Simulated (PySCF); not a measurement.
Molecule: `S[Si](Cl)(Cl)Cl`, Cl3HSSi.

Molfile (atoms numbered from 1):
```
Cl3HSSi
     RDKit          3D

  6  5  0  0  0  0  0  0  0  0999 V2000
    1.4403   -0.5441   -0.8622 S   0  0  0  0  0  0  0  0  0  0  0  0
   -0.4199   -0.0037   -0.0186 Si  0  0  0  0  0  4  0  0  0  0  0  0
   -0.5908    2.0203    0.2339 Cl  0  0  0  0  0  0  0  0  0  0  0  0
   -1.8446   -0.6512   -1.3263 Cl  0  0  0  0  0  0  0  0  0  0  0  0
   -0.7291   -0.8729    1.8091 Cl  0  0  0  0  0  0  0  0  0  0  0  0
    2.1503    0.0557    0.1210 H   0  0  0  0  0  0  0  0  0  0  0  0
  1  2  1  0
  2  3  1  0
  2  4  1  0
  2  5  1  0
  1  6  1  0
M  END
```

Geometry PBE0-D3(BJ)/def2-SVP throughout; GIAO in PySCF 2.14.0 with density-fitted response routines, gas phase, one conformer, non-relativistic; equivalent atoms averaged; basis pcSseg-2.

Q: How do the absolute shieldings σ depend on the functional? (ppm; last column core-seconds on shared hosts with different chips, so compare them loosely)

A: 
```tsv
functional	kind	S1	Si2	Cl3/Cl4/Cl5	H6	core-s
HF	Hartree–Fock	645.8	366.4	847.0	30.17	13
LDA	LDA	538.9	274.0	676.0	28.79	17
PBE	GGA	559.7	299.9	710.1	29.50	21
BLYP	GGA	536.0	285.1	703.5	29.87	21
BP86	GGA	554.5	297.9	709.1	29.57	22
OPBE	GGA	601.0	337.7	747.0	29.48	22
KT2	GGA	577.2	328.5	720.9	29.43	22
KT3	GGA	587.4	339.9	743.3	29.77	22
B97-D	GGA	563.7	316.0	731.4	29.83	21
B3LYP	global hybrid	562.3	298.5	737.8	29.87	20
PBE0	global hybrid	591.1	316.2	753.3	29.58	20
mPW1PW91	global hybrid	587.7	314.7	753.7	29.65	20
WP04	global hybrid	540.4	304.9	750.1	30.30	21
B97-2	global hybrid	592.7	325.1	761.6	29.75	21
BHandHLYP	global hybrid	595.3	321.1	782.0	29.92	21
CAM-B3LYP	range-separated hybrid	577.8	299.5	756.4	29.80	30
wB97X-D	range-separated hybrid	592.1	312.7	762.7	29.79	29
LC-wPBE	range-separated hybrid	613.7	316.2	787.7	29.72	33
```

Q: Which nucleus moves most, in ppm?

A: Cl3/Cl4/Cl5 (chlorine bonded to Si): from 676.0 ppm with LDA to 847.0 ppm with HF. The smallest spread is 1.52 ppm, at H6.
